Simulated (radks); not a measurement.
Results of a calculation; reference values are marked as such.
Effect of the nuclear size on the sulfur ion S5+, [Ne] 3s1. Code: a radial shooting solver on a logarithmic mesh with Libxc functionals. Model: Dirac Kohn-Sham, BLYP, spin-unpolarised, spherical densities, finite nucleus; Fermi nuclear charge, rms radius 3.2611 fm. The rms radius is varied about that value; shifts are against it.

rms radius (fm),total energy shift (eV),density at nucleus (e/bohr^3),1s1/2 shift (meV),2s1/2 shift (meV)
2.8893,-0.00219,2953,-0.919,-0.066
2.9578,-0.00181,2952,-0.758,-0.054
3.2611,0,2947,0.000,0.000
3.4568,0.00126,2944,0.527,0.038
3.8644,0.00410,2939,1.72,0.124

Slopes of the eigenvalues against <r^2> in GHz/fm^2, as finite differences over the two radii next to the reference (eigenvalue slopes, not the field-shift constants of lines): 1s1/2 97.1, 2s1/2 6.96.
